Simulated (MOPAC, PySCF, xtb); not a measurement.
Lewis adduct: BF3 (SMILES FB(F)F) (first 4 atoms) with CH5N (SMILES CN); geometry from B3LYP-D3(BJ)/def2-TZVP, rigid monomers moved along the line of their centres of mass till B2···N6 is 1.91 Å.
(charge 0, multiplicity 1):
| atom | x (Å) | y (Å) | z (Å) |
|---|---|---|---|
| F | -0.5551 | -1.0157 | 0.5712 |
| B | -0.0672 | 0.2150 | 0.9459 |
| F | -0.7961 | 1.2763 | 0.4588 |
| F | 1.2921 | 0.3496 | 0.7814 |
| C | 0.3934 | -0.8139 | 3.6139 |
| N | -0.3049 | 0.2441 | 2.8451 |
| H | 1.4587 | -0.7294 | 3.4178 |
| H | 0.0443 | -1.7793 | 3.2576 |
| H | 0.1996 | -0.7158 | 4.6810 |
| H | -0.0037 | 1.1670 | 3.1495 |
| H | -1.3092 | 0.1972 | 3.0008 |

Interaction energies are E(AB) − E(A) − E(B) at the monomers' geometry in the complex; basis-set methods are counterpoise corrected. Rows marked so take none.

Rows in 6-31G* carry no dispersion term and start afresh at each structure (6-31G* with six Cartesian d functions). The state that PM7 reach isn't checked; PM7 holds dispersion and hydrogen-bond terms.

The values were computed with MOPAC for PM7 (differences of heats of formation); PySCF for 6-31G* rows; xtb for the GFN methods. 

Question: One of these levels gives -214.6 kJ/mol for the interaction energy. Which one is it?
(A) GFN2-xTB
(B) PM7
(C) BP86/6-31G* (no counterpoise)
(D) M06-2X/6-31G* (no counterpoise)

Answer: D, M06-2X/6-31G* (no counterpoise). The others give -134.9 (PM7), -164.4 (GFN2-xTB), -182.0 (BP86/6-31G* (no counterpoise))
